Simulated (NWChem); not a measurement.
Species: BH₂SeOCl; SMILES B(O)([SeH])Cl

```xyz
6

B      0.4760     0.5642     0.0000
Cl    -0.6540     1.9323     0.0000
O      1.8057     0.7645     0.0000
H      2.0495     1.6979     0.0000
Se    -0.2642    -1.2310     0.0000
H      1.0572    -1.8774     0.0000
```
Atoms are numbered in this order, from 1.

The geometry was optimised at PBE0/def2-SVP.

Spin-orbit effects, on the heavy nuclei and on their neighbours, are missing.

Give the principal values of the shielding tensors (ppm) of B1, Cl2, O3, Se5 from PBE/pcSseg-1, GIAO (NWChem), with their diamagnetic and paramagnetic parts as GIAO splits them.


| atom | σ11 | σ22 | σ33 | isotropic | diamagnetic | paramagnetic |
|---|---|---|---|---|---|---|
| B1 | 17.1 | 60.5 | 78.8 | 52.1 | 196.1 | -143.9 |
| Cl2 | 530.2 | 797.2 | 931.2 | 752.9 | 1148.1 | -395.2 |
| O3 | 40.0 | 175.4 | 218.0 | 144.4 | 388.1 | -243.7 |
| Se5 | 1518.7 | 1843.6 | 2272.0 | 1878.1 | 2999.7 | -1121.6 |
